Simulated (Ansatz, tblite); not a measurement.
Isomers of V₃O₃⁺ (singlet), found by a short tight-binding search and relaxed with PBE-D4/def2-SVP in Ansatz.

The xTB rows come from tblite. B3LYP takes the VWN-RPA correlation.

Run but left out: HF/def2-SVP, MP2/def2-SVP, CCSD/def2-SVP, CCSD(T)/def2-SVP (flagged by the program: large difference); HF/def2-TZVP, MP2/def2-TZVP (A: restricted singlet, unstable towards broken spin symmetry); HF/def2-SVP, MP2/def2-SVP, CCSD/def2-SVP, CCSD(T)/def2-SVP (flagged by the program: large difference, other amplitudes).

A: The restricted singlet is unstable towards broken spin symmetry in Hartree–Fock (as tested in another run); at PBE-D4/def2-SVP, PBE-D4/def2-TZVP, r2SCAN-D4/def2-TZVP, r2SCANh-D4/def2-TZVP and others this wasn't settled. B: The restricted singlet is unstable towards broken spin symmetry in Hartree–Fock (as tested in another run); at PBE-D4/def2-SVP, PBE-D4/def2-TZVP, r2SCAN-D4/def2-TZVP, r2SCANh-D4/def2-TZVP and others this wasn't settled. C: The restricted singlet is unstable towards broken spin symmetry in Hartree–Fock (as tested in another run); at PBE-D4/def2-SVP, PBE-D4/def2-TZVP, r2SCAN-D4/def2-TZVP, r2SCANh-D4/def2-TZVP and others this wasn't settled.

Other spin states weren't relaxed.

A:

```xyz
6

V    -0.484    0.958    0.557
V    -0.491   -1.251    0.754
V    -0.108    0.257   -1.517
O     0.123   -1.378   -0.895
O     0.697    1.564   -0.741
O     0.263   -0.149    1.843
```

B:

Cartesian coordinates in Å:
```
V -0.3905 -1.0432 0.2276
V -0.4697 0.9685 0.9480
V 0.8374 0.0178 -1.1634
O 0.5948 1.5899 -0.3462
O -0.2804 -1.1726 -1.6801
O -0.2917 -0.3604 2.0140
```

C:

```xyz
6

V     0.547   -0.781   -0.375
V     0.383    1.389    0.048
V    -1.113   -0.074    0.914
O     0.653    0.623   -1.508
O     0.740    0.042    1.351
O    -1.211   -1.200   -0.430
```

Estimate their order by electronic energy at PBE0-D4/def2-TZVP, counted from the lowest.

C (0.0) < A (6.8) < B (7.2), in kcal/mol. Gaps under about 2 kJ/mol are ties within the noise of geometry and basis.

Do the other levels pick the same lowest one?

Not GFN1-xTB, GFN2-xTB, ωB97M-V/def2-TZVP. Energies above each level's lowest (kcal/mol):

```tsv
level	A	B	C
GFN1-xTB	0.0	17.0	37.5
GFN2-xTB	0.0	3.3	25.1
PBE-D4/def2-SVP	14.3	11.2	0.0
PBE-D4/def2-TZVP	13.1	10.5	0.0
r2SCAN-D4/def2-TZVP	11.8	10.2	0.0
r2SCANh-D4/def2-TZVP	9.4	8.8	0.0
B3LYP-D4/def2-TZVP	5.0	4.4	0.0
PBE0-D4/def2-SVP	7.7	8.0	0.0
PBE0-D4/def2-TZVP	6.8	7.2	0.0
ωB97M-V/def2-TZVP	0.0	1.6	2.3
```
Point groups (tolerance 0.1 Å): A Cs, B C2, C Cs. A and B have the same bonds, so they are conformers or stereoisomers. Lower isomers may exist.
